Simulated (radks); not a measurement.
The mean radii <r> (bohr) of the occupied orbitals of an atom or ion are listed with their occupations. Calculated with a radial shooting solver on a logarithmic mesh with Libxc functionals: scalar-relativistic Kohn-Sham, SCAN, spin-polarised, spherical densities, finite nucleus; meta-GGA in the generalised Kohn-Sham scheme; Fermi nuclear charge, rms radius of each element as measured or else 0.836 A^(1/3) + 0.57 fm.

| orbital | occ. | <r> |
|---|---|---|
| 1s up | 1 | 0.02405 |
| 1s down | 1 | 0.02404 |
| 2s up | 1 | 0.09983 |
| 2s down | 1 | 0.1001 |
| 2p up | 3 | 0.08709 |
| 2p down | 1 | 0.08735 |

Name the element and its charge. Open shells, if any, are filled with parallel spins first.

Answer. Z = 59, praseodymium, charge +51: Pr51+ in [He] 2s2 2p4. The 1s radius gives Z: for a bare nucleus <r> = (2 gamma + 1)/(2Z) with gamma = sqrt(1 - (Z/c)^2), 0.02377 bohr for Z = 59, and screening makes it slightly larger (0.02405 here). The occupations add up to 8, and the charge is Z minus that.
